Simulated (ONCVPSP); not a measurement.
Cl: variants of one ONCV potential

Base potential:

* Element: chlorine (Cl)
* Generator: ONCVPSP 4.0.1
* Type: optimised norm-conserving Vanderbilt (ONCV)
* Functional: PBE
* Relativity: scalar-relativistic
* Frozen core: [Ne]
* Valence charge: 7
* Reference configuration: 3s2 3p5
* Partial waves: 3s: rc 1.15 bohr, ncon 3, nbas 7, qcut 6.4 1/bohr, 2 projectors, debl 0.6 Ha; 3p: rc 1.55 bohr, ncon 4, nbas 7, qcut 5.1 1/bohr, 2 projectors, debl 3.4 Ha; d scattering state at 0.04 Ha: rc 1.20 bohr, ncon 4, nbas 7, qcut 8.9 1/bohr, 2 projectors, debl 1.3 Ha
* Local potential: polynomial inside 1.05 bohr (lpopt 5, dvloc0 6 Ha)
* Core correction: Teter function, fcfact 4.75, rcfact 1.7

In the s channel the program set the typed energies aside and used -0.760, 0.250 Ha.

Cutoffs, loose and tight: the cutoffs (Ha) at which the residual kinetic energy of the hardest occupied pseudo-wave falls to 1 and 0.1 mHa per electron. They do not see the model core or the augmentation charge, which bear on the density cutoff. Test errors are all-electron minus pseudo excitation energies from the reference, over the configurations 3s2 3p4; 3s2 3p3; 3s2 3p2; 3s2 3p1. A dash means not determined; rows that change the core or the reference have their own tests.

A true bound ghost makes a file unfit for plane-wave use even where its test errors are small: the radial tests pick states by their node count and pass the ghost by.

| change | outcome | cutoff, loose | cutoff, tight | bound ghosts | GHOST(+) flags above zero | largest test error (meV) |
| --- | --- | --- | --- | --- | --- | --- |
| base | generated, projector energies reset by the program | 16 Ha | 28 Ha | none | none | -70 |
| d: debl 0.2 | generated, projector energies reset by the program | 16 Ha | 28 Ha | none | none | -70 |
| d: nbas 8 | generated, projector energies reset by the program | 16 Ha | 28 Ha | none | none | -70 |
| local potential polynomial inside 1.00 bohr (lpopt 3, dvloc0 6 Ha) | generated, projector energies reset by the program | 16 Ha | 28 Ha | none | none | -70 |
| s: rc 0.94; local potential polynomial inside 0.94 bohr (lpopt 5, dvloc0 6 Ha) | generated, projector energies reset by the program | 160 Ha | 194 Ha | s | s | -75 |
| core correction Teter function, fcfact 1.4, rcfact 1.7 | generated, projector energies reset by the program | 16 Ha | 28 Ha | none | none | +26 |
| d: qcut 5.4 | generated, projector energies reset by the program | 16 Ha | 28 Ha | none | d | -70 |
| all radii but the core radius scaled by about 1.13 (s 1.30, p 1.74, d 1.36 bohr); local potential polynomial inside 1.18 bohr (lpopt 5, dvloc0 6 Ha) | generated, projector energies reset by the program | 16 Ha | 20 Ha | none | none | -106 |

(1) What comes out with this change to the base: s: ncon 5, nbas 9?

(2) What comes out with this change to the base: s: qcut 8.9?

(3) What comes out with this change to the base: functional BLYP?

Results:

(1) outcome: generated, projector energies reset by the program; cutoff, loose: 79 Ha; cutoff, tight: 163 Ha; bound ghosts: s; GHOST(+) flags above zero: none; largest test error (meV): -75.

(2) outcome: generated, projector energies reset by the program; cutoff, loose: 16 Ha; cutoff, tight: 30 Ha; bound ghosts: s; GHOST(+) flags above zero: none; largest test error (meV): -78.

(3) outcome: generated, projector energies reset by the program; cutoff, loose: 16 Ha; cutoff, tight: 28 Ha; bound ghosts: none; GHOST(+) flags above zero: none; largest test error (meV): -166.
